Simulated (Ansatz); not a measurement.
Consider the isomerisation: `N[Si]1(Cl)CN1` → `N/C(Cl)=N/[SiH3]`.

Program: Ansatz. Geometries: PBE0-D4/def2-TZVP. ΔE: electronic, gas phase. CCSD(T)/CBS adds triple-zeta CCSD(T) − MP2 to the extrapolated MP2 energy (def2 sets, frozen cores). Functionals use def2-TZVPP. B3LYP here is the variant with VWN-RPA as its local correlation; programs differ in this. HSE06 is defined as in plane-wave codes. Each species was taken in one conformer, which may not be the lowest.

```tsv
level	ΔE (kJ/mol)	difference from CCSD(T)/CBS
revPBE-D4	105.3	-34.5
B97M-V	128.2	-11.6
HSE06-D4	128.2	-11.6
CAM-B3LYP-D4	121.3	-18.5
ωB97X-V	130.2	-9.6
PBE	110.4	-29.4
revPBE	107.0	-32.8
B3LYP	109.3	-30.5
BHLYP	124.5	-15.3
CAM-B3LYP	120.8	-19.0
LC-ωPBE	146.9	7.1
HF/def2-TZVPP	117.7	-22.1
MP2/def2-TZVPP	137.9	-1.9
CCSD/def2-TZVPP	135.8	-4.0
SCS-MP2/def2-QZVPP	135.7	-4.1
HF/CBS(def2)	120.1	-19.7
CCSD(T)/CBS	139.8	0
```

Largest T1 diagnostic among the species: 0.013.

In def2-TZVPP, CCSD(T) changes the Hartree–Fock value by +12.4 kJ/mol (the triples alone add −5.7 kJ/mol) and MP2 by +20.2 kJ/mol. At CCSD(T), def2-SVP lies −62.0 kJ/mol from the extrapolated value and def2-TZVPP −9.7 kJ/mol.

CCSD(T)/CBS has its own doubt, a few kJ/mol and more with outer-core shells, so smaller differences from it don't rank the levels.
